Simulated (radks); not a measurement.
Initial-state core-level shifts of the thulium ion Tm2+ when its valence configuration changes from [Xe] 4f13. Method: Dirac Kohn-Sham, PBE, spin-unpolarised, spherical densities, finite nucleus; open shells are shared between the two j in proportion to 2j + 1; Fermi nuclear charge, rms radius 5.2256 fm; computed with a radial shooting solver on a logarithmic mesh with Libxc functionals. Shifts are changes of the shell-averaged eigenvalues in eV (positive: less bound); the change of the density at the nucleus, which sets a Mossbauer isomer shift, is in e/bohr^3, on a base of 9.496e+05.

4f11 6s2: 2s -21.468; 3p -23.090; 4s -22.335; 4d -21.508; density at nucleus +245.73
4f12.5 6p0.5: 2s -5.371; 3p -5.696; 4s -5.605; 4d -5.454; density at nucleus +20.42
4f12 6p1: 2s -11.222; 3p -11.925; 4s -11.685; 4d -11.344; density at nucleus +44.32
4f11 6p2: 2s -24.094; 3p -25.701; 4s -24.954; 4d -24.127; density at nucleus +101.17
4f11 5d2: 2s -15.492; 3p -17.248; 4s -16.499; 4d -15.627; density at nucleus +82.86
4f12 6s1: 2s -9.863; 3p -10.578; 4s -10.331; 4d -9.987; density at nucleus +107.53
4f11.5 6p1.5: 2s -17.478; 3p -18.610; 4s -18.153; 4d -17.587; density at nucleus +71.34
4f12 5d1: 2s -7.233; 3p -8.009; 4s -7.749; 4d -7.376; density at nucleus +37.54
4f10 5d1 6s2: 2s -30.997; 3p -33.789; 4s -32.249; 4d -30.793; density at nucleus +309.83
